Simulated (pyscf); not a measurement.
## Hydrogen abstraction: :N–F [triplet] + HO–SiH₃ → •HN–F + HO–SiH₂•

Gas phase, triplet surface, charge 0. Bonds broken: Si4–H6. Bonds formed: N1–H6. Structures and frequencies: ωB97X-D3(BJ)/def2-SVP in PySCF. Correlated levels are frozen-core, on RHF or UHF. ΔMP2 is the change of the MP2 total energy from the triple- to the quadruple-zeta basis.

Transition state (Å):

```xyz
8

N      1.6858    -1.0799    -0.4847
F      1.9640     0.0299    -1.1942
O      0.0095     1.9129     0.1041
Si    -0.7340     0.4492     0.3840
H      0.6473     1.9254    -0.6193
H      0.5902    -0.7190     0.0451
H     -1.2386     0.4469     1.7840
H     -1.8500     0.1609    -0.5711
```

One imaginary mode, 1746i cm⁻¹; descent along it reached the two sides named.

```
bond    change  reactant side (Å)  saddle  product side
------  ------  -----------------  ------  ------------
Si4–H6  breaks              1.495   1.798           3.2
N1–H6    forms                3.2   1.269         1.041
```

Electronic energies relative to the separated reactants (kJ/mol):

| level | barrier | reaction energy |
|---|---|---|
| ωB97X-D3(BJ)/def2-TZVP | 92.6 | +79.0 |
| PBE/def2-TZVP | 48.6 | +47.8 |
| r²SCAN/def2-TZVP | 66.7 | +64.3 |
| B3LYP-D3(BJ)/def2-TZVP | 75.5 | +66.5 |
| PBE0-D3(BJ)/def2-TZVP | 72.5 | +62.2 |
| M06-2X/def2-TZVP | 92.1 | +73.1 |
| ωB97M-D3(BJ)/def2-TZVP | 94.1 | +75.8 |
| HF/def2-TZVP | 185.4 | +123.9 |
| MP2/def2-QZVPP | 110.4 | +68.7 |
| CCSD/def2-TZVPP | 116.7 | +82.2 |
| CCSD(T)/def2-TZVPP | 106.4 | +78.4 |
| CCSD(T)/def2-TZVPP + ΔMP2(QZVPP) | 102.3 | +74.1 |

With CCSD(T)/def2-TZVPP + ΔMP2(QZVPP) energies and thermal terms (ideal gas, 1 atm, RRHO with modes under 100 cm⁻¹ raised to 100, one conformer, R ln 2 for chiral ones without a mode under 150 cm⁻¹), in kJ/mol:

```
T (K)    ΔH‡    ΔG‡     ΔH     ΔG
-----  -----  -----  -----  -----
298     94.9  133.2  +77.5  +70.4
600     97.5  171.0  +77.0  +63.3
900    100.1  207.1  +75.5  +56.7
1200   102.4  242.4  +73.8  +50.7
```

•HN–F + HO–SiH₂• also meet on a surface of lower spin, which isn't treated here. This is the saddle that the search found; another between the same sides may lie lower. The angle at the transferred H is 154°. The CCSD(T) − MP2 part came from Ansatz, without density fitting, on the same reference.
